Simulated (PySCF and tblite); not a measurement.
4 constitutional isomers of C₈H₇N:

| isomer | SMILES |
| --- | --- |
| A | [CH:1]1=[C:2]([c:3]2[cH:4][cH:5][n:6][cH:7][cH:8]2)[CH2:9]1 |
| B | [CH:1]1=[CH:2][CH:3]1[c:4]1[cH:5][cH:6][cH:7][n:8][cH:9]1 |
| C | [NH2:1][c:2]1[cH:3][cH:4][cH:5][c:6]2[c:7]1[CH:8]=[CH:9]2 |
| D | [cH:1]1[cH:2][cH:3][c:4]2[nH:5][cH:6][cH:7][c:8]2[cH:9]1 |

Measured ¹³C shifts of one of them (ppm against TMS, one entry a carbon; solvent CDCl3; Stadelmann, Balmer, Riniker, Ebert, PCCP 2022): 135.8, 127.9, 124.1, 122, 120.7, 119.8, 111, 102.7.

Protocol: conformer search, at most 4 conformers an isomer, GFN2-xTB geometries, energies PBE0/def2-SVP (IEF-PCM, chloroform) (D3(BJ) added where defined), GIAO shieldings KT2/pcSseg-1 (IEF-PCM, chloroform), weights at 298.15 K with GFN2-xTB thermal terms. Programs: PySCF with density fitting and tblite.

Computed shifts in falling order:

| carbon | measured | A | B | C | D |
| --- | --- | --- | --- | --- | --- |
| 1 | 135.8 | 145.5 | 143.3 | 151.5 | 130.0 |
| 2 | 127.9 | 145.5 | 142.1 | 144.3 | 122.8 |
| 3 | 124.1 | 130.1 | 140.8 | 136.7 | 119.4 |
| 4 | 122 | 120.1 | 126.3 | 127.4 | 116.3 |
| 5 | 120.7 | 120.1 | 119.7 | 124.3 | 115.6 |
| 6 | 119.8 | 117.7 | 105.5 | 124.1 | 115.1 |
| 7 | 111 | 112.0 | 105.5 | 115.9 | 106.2 |
| 8 | 102.7 | 9.1 | 21.1 | 101.9 | 98.3 |

Task: Which structure fits the measured spectrum?

Result: After a straight-line fit of each column to the measured values (slope held to 0.85 to 1.15; an offset alone for few or close values), with errors scored by one-sided Student-t tails (width 1.5 ppm, 10 degrees of freedom):

```
isomer  slope  mean error (ppm)  largest error  P (%)
     A  1.000             21.40           85.6    0.0
     B  1.000             20.24           74.1    0.0
     C  1.000              5.35            8.7    0.0
     D  1.000              0.38            0.7  100.0
```

The score favours D, which is the compound measured. Its computed assignment: ¹H (against TMS): 7.84 (H9, 1H), 7.50 (H3, 1H), 7.26 (H2, 1H), 7.25 (H6, 1H), 7.20 (H1, 1H), 6.68 (H7, 1H). ¹³C (against TMS): 130.0 (C4), 122.8 (C8), 119.4 (C6), 116.3 (C2), 115.6 (C9), 115.1 (C1), 106.2 (C3), 98.3 (C7). H not on carbon is left out.

Shifts are unscaled: against experiment ¹³C can be off by 15 ppm or more and ¹H by 0.8 ppm. A force-field rotamer fell away at GFN2-xTB, so the set may lack it. The search found a single conformer for at least one isomer; other rotamers may be missing.
